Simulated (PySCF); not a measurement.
## TeH₆: breathing scan

Level of theory: PySCF, PBE0, basis Te def2-TZVP with ECP28, H def2-TZVP (scalar-relativistic core potentials, no spin–orbit coupling, density fitting).

Rigid scan from the singlet minimum (Te–H 1.733 Å (×6); H–Te–H 90.0° (×12), H–Te–H 180.0° (×3)). Coordinate: all bonds to the central atom scaled together. Energies in kJ/mol from the minimum.

Problem. Predict the curve at 0.88, 0.92, 0.96, 1.00, 1.04, 1.08, 1.14, 1.22, 1.35.

Solution. 
| scale of all bonds to the centre | E (kJ/mol) |
| --- | --- |
| 0.88 | 247.5 |
| 0.92 | 98.3 |
| 0.96 | 22.1 |
| 1.00 | 0.0 |
| 1.04 | 17.8 |
| 1.08 | 64.2 |
| 1.14 | 169.6 |
| 1.22 | 346.6 |
| 1.35 | 658.4 |

At long bonds a restricted determinant can lie too high, and another spin state can fall below this curve.

Other isomers or separated fragments may lie lower.

The scan took 11 s on 2 threads of a shared Arm Neoverse V2 host; the process peaked at 1.4 GiB.
